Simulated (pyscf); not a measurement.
# CH₃⁻, singlet

Gas-phase minimum from PySCF at ωB97X-D3(BJ)/def2-SVPD, one conformer. 

```
C
H 1 1.1198
H 1 1.1198 2 103.21
H 1 1.1198 2 103.21 3 107.23
```
Charge -1, spin multiplicity 1.

Properties at ωB97X-D3(BJ)/def2-SVPD:

```yaml
harmonic_wavenumbers_unscaled: 1032, 1445, 1445, 2874, 2926, 2926 cm⁻¹
zero_point_energy: 18.1 kcal/mol
rotational_symmetry_number: 3
Entropy of this conformer at 298 K and 1 atm, rigid rotor and harmonic oscillator, modes under 100 cm⁻¹ raised to 100: 193.3 J/(mol K)
dipole_moment: depends on origin
```

Single-point totals, which compare only within one level (frozen core for MP2 and CC):

```tsv
level	total energy (hartree)
ωB97X-D3(BJ)/def2-TZVPD	-39.87098
PBE/def2-TZVPD	-39.78499
r²SCAN/def2-TZVPD	-39.81534
B3LYP-D3(BJ)/def2-TZVPD	-39.85601
PBE0-D3(BJ)/def2-TZVPD	-39.78986
M06-2X/def2-TZVPD	-39.81783
ωB97M-D3(BJ)/def2-TZVPD	-39.85513
HF/def2-TZVPPD	-39.51859
MP2/def2-TZVPPD	-39.73022
CCSD/def2-TZVPPD	-39.74545
CCSD(T)/def2-TZVPPD	-39.75460
```

The CCSD(T) − MP2 part came from Ansatz, without density fitting, on the same reference.
